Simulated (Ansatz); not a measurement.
Consider the cleavage of the Si–Si bond: `C[SiH](C)[SiH2]Cl` + `BN` → `BN[SiH2]Cl` + `C[SiH2]C`.

Calculated with Ansatz (gas phase, PBE0-D4/def2-TZVP geometries, no zero-point term in ΔE). CCSD(T)/CBS is the MP2 limit (def2-TZVPP, def2-QZVPP) plus CCSD(T) − MP2 in def2-TZVPP, frozen cores. This one scheme is used for every species. Functionals use def2-TZVPP. One conformer a species, not always the lowest.

`C[SiH](C)[SiH2]Cl`:

Z-matrix (Å, degrees):
```
C
Si 1 1.874
H 1 1.093 2 110.5
H 1 1.093 2 110.6 3 -119.8
H 1 1.092 2 111.3 3 120.1
C 2 1.874 1 111.6 3 62.2
Si 2 2.342 1 108.9 3 -58.1
H 2 1.494 1 109.9 3 -175.7
H 6 1.093 2 110.5 1 -62.1
H 6 1.093 2 110.6 1 57.6
H 6 1.092 2 111.3 1 177.8
Cl 7 2.076 2 107.2 1 60.6
H 7 1.487 2 113.6 1 178.5
H 7 1.487 2 113.6 1 -57.3
```

`BN`:

Cartesian coordinates in Å:
```
B -0.183 -0.591 0.289
N 0.188 0.608 -0.297
H -0.452 -1.522 -0.414
H -0.224 -0.665 1.483
H 0.427 1.429 0.232
H 0.244 0.741 -1.293
```

`BN[SiH2]Cl`:

Z-matrix (Å, degrees):
```
Si
N 1 1.730
Cl 1 2.055 2 111.1
H 1 1.480 2 110.0 3 117.1
H 1 1.475 2 108.1 3 -119.1
B 2 1.403 1 125.7 3 106.7
H 2 1.011 1 117.1 3 -71.9
H 6 1.197 2 118.7 1 0.6
H 6 1.196 2 119.6 1 -179.7
```

`C[SiH2]C`:

```xyz
11

C     0.361   -1.189   -0.978
Si    0.146   -0.290    0.650
C    -0.493    1.451    0.391
H     0.734   -2.203   -0.819
H     1.072   -0.665   -1.622
H    -0.590   -1.260   -1.512
H     1.454   -0.238    1.366
H    -0.804   -1.046    1.514
H     0.199    2.033   -0.222
H    -0.616    1.969    1.345
H    -1.463    1.438   -0.113
```

```csv
level,ΔE (kcal/mol)
B2PLYP,-13.1
r2SCAN,-10.8
```

(1) What does CCSD(T)/CBS give? (Best estimate.)

Largest T1 diagnostic among the species: 0.012.

Answers

(1) Ansatz gave: -12.3 kcal/mol. The listed levels differ from it by -0.8, 1.5 kcal/mol.

From PBE to PBE0 (25 % exact exchange), in def2-TZVPP and without D4, ΔE moves by −1.6 kcal/mol. In def2-TZVPP, CCSD(T) changes the Hartree–Fock value by +4.6 kcal/mol (the triples alone add +0.6 kcal/mol) and MP2 by +3.2 kcal/mol.
